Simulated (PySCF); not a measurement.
Fluorodihydroxyborane, BFH2O2.
Z-matrix (Å and degrees, PBE0-D3(BJ)/def2-TZVP geometry), rows numbered from 1:
```
O 
B   1  1.3517
O   2  1.3604  1  121.57
F   2  1.3330  1  117.89  3   179.99
H   1  0.9597  2  112.46  3     0.16
H   3  0.9597  2  113.13  1   179.97
```

Computed at PBE0/pcSseg-2 (PySCF, non-relativistic), with Q(17O) = −0.0256 b, Q(11B) = 0.04059 b: O1, 17O (I = 5/2): χzz = -7.977 MHz, η = 0.282; B2, 11B (I = 3/2): χzz = 2.697 MHz, η = 0.423; O3, 17O (I = 5/2): χzz = -8.098 MHz, η = 0.290.

**Question.** Where would the pure quadrupole (NQR) lines of 17O at O1 fall for the rigid, isolated species?

**Answer.** From the eigenvalues of H = χ/[4I(2I − 1)] × [3Iz² − I(I + 1) + η(Ix² − Iy²)], steps between neighbouring levels, labelled as for η = 0: ±1/2↔±3/2 1.296 MHz, ±3/2↔±5/2 2.356 MHz (boron-bound oxygen).

**Question.** Find the zero-field quadrupole resonance frequencies of 11B at B2.

**Answer.** From ν = (|χ|/2)√(1 + η²/3): ν = 1.388 MHz (three-coordinate boron).

**Question.** Find the zero-field quadrupole resonance frequencies of 17O at O3.

**Answer.** From the eigenvalues of H = χ/[4I(2I − 1)] × [3Iz² − I(I + 1) + η(Ix² − Iy²)], steps between neighbouring levels, labelled as for η = 0: ±1/2↔±3/2 1.321 MHz, ±3/2↔±5/2 2.390 MHz (boron-bound oxygen).

In a crystal, neighbours and librations shift these lines. Geometry: PBE0-D3(BJ)/def2-TZVP, one conformer, isolated molecule.
